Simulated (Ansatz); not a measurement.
Spectroscopic constants of AlO+, multiplicity 3 (lowest of 2S+1 = 1, 3, 5 at CCSD(T)/def2-TZVPP on PBE0 minima; our sources give no spin for the ground state, which may be another).

Seven points along R, fitted to fifth degree in 1/R; most abundant isotopes. Runs in def2 and cc sets follow the lowest solution found near the PBE0 minimum.

Correlated levels freeze the cores.

Run with Ansatz (an electronic-structure program) with Gaussian orbitals. Each number belongs to the level named beside it.

Energies at CCSD(T)/def2-QZVPP:

| R (Å) | E (hartree) |
|---|---|
| 1.611524 | -316.74716134 |
| 1.654845 | -316.75190989 |
| 1.694700 | -316.75409554 |
| 1.739753 | -316.75457801 |
| 1.784806 | -316.75342337 |
| 1.836791 | -316.75058305 |
| 1.897440 | -316.74585838 |

Task: With a reduced mass of 10.0420 u, find the minimum, the force constant and the constants.

Result: A fifth-degree polynomial in 1/R puts the minimum at r_e = 1.7288 Å with force constant 374 N/m. Then ω_e = (1/2πc)√(k/μ) = 795 cm⁻¹ and B_e = h/(8π²cμr_e²) = 0.5617 cm⁻¹; the cubic and quartic terms give α_e = 0.0058 and ω_e x_e = 7.0 cm⁻¹.
